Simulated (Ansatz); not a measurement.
Consider the redistribution: `O[SiH]([SiH3])O[SiH3]` + `[CH3][Ga]([CH3])[SeH]` → `O[SiH]([SiH3])[SeH]` + `[CH3][Ga]([CH3])[O][SiH3]`.

Program: Ansatz. Geometries: PBE0-D4/def2-TZVP. ΔE: electronic, gas phase. CCSD(T)/CBS is the MP2 limit (def2-TZVPP, def2-QZVPP) plus CCSD(T) − MP2 in def2-TZVPP, frozen cores. DFT in def2-TZVPP. B3LYP here is the variant with VWN-RPA as its local correlation; programs differ in this. For Ga, Se outer-core shells are correlated without core-valence functions, which leaves a few kJ/mol of doubt a bond. Scalar relativity is left out up to krypton. Each species was taken in one conformer, which may not be the lowest.

CCSD(T)/CBS gives +0.79 eV.

Problem. Another level gave +0.82 eV. Which?
A. B3LYP/def2-TZVPP
B. HF/def2-TZVPP
C. PBE/def2-TZVPP
D. r2SCAN/def2-TZVPP

Solution. A. B3LYP 0.82, PBE 0.71, r2SCAN 0.77, HF/def2-TZVPP 0.95 eV.

Largest T1 diagnostic among the species: 0.013.

In def2-TZVPP, CCSD(T) changes the Hartree–Fock value by −0.15 eV (the triples alone add −0.03 eV) and MP2 by −0.17 eV. From PBE to PBE0 (25 % exact exchange), in def2-TZVPP and without D4, ΔE moves by +0.06 eV.
